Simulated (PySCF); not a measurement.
Molecule: SMILES FC(F)(F)P1CCC1, C4H6F3P.

Geometry (Å), atoms numbered from 1 in this order:
```xyz
14

F     1.5677   -1.2144   -0.1087
C     1.8525    0.0513    0.2371
F     2.7407    0.4983   -0.6644
F     2.4854   -0.0136    1.4189
P     0.3804    1.2437    0.3502
C    -0.5504    0.5679   -1.1271
C    -1.2701   -0.4964   -0.2786
C    -0.8218    0.0202    1.1008
H     0.0743    0.1922   -1.9365
H    -1.2251    1.3243   -1.5264
H    -2.3513   -0.5045   -0.4120
H    -0.8956   -1.4986   -0.4796
H    -0.3768   -0.7176    1.7671
H    -1.6106    0.5467    1.6370
```

Frames of a GFN2-xTB Langevin trajectory at 200 K; GIAO PBE0/pcSseg-1 shieldings in PySCF 2.14, gas phase, non-relativistic; equivalent atoms averaged within each frame.

Referencing at the same level of theory: CFCl3 for 19F (σref 170.95); 13C (σref 186.93) and 1H (σref 31.72) against TMS; 31P (σref 318.38) vs H3PO4. The references are static minima.

Problem. How do the shifts (ppm) fluctuate along the trajectory?

Solution. 
```csv
time (fs),F1/F3/F4,C2,C7,C6/C8,P5,H11/H12,H9/H10/H13/H14
optimised geometry,-77.7,145.5,28.5,18.8,17.1,3.11,2.29
250,-79.7,143.3,25.0,18.5,-2.1,3.11,2.76
425,-72.4,144.9,21.4,19.9,-12.6,2.32,2.79
625,-61.1,150.8,36.2,21.4,25.0,4.12,2.67
800,-65.9,150.6,27.7,17.9,45.7,2.89,2.32
1000,-77.7,142.9,28.1,16.9,36.7,3.10,1.76
mean of frames,-71.4,146.5,27.7,18.9,18.5,3.11,2.46
standard deviation,7.9,3.9,5.5,1.8,25.0,0.65,0.43
```

5 frames give an uncertainty of the mean of about the standard deviation over 2.2 at best, since frames this close in time may not be independent; classical motion lacks zero-point vibration, and the reference would need the same averaging.
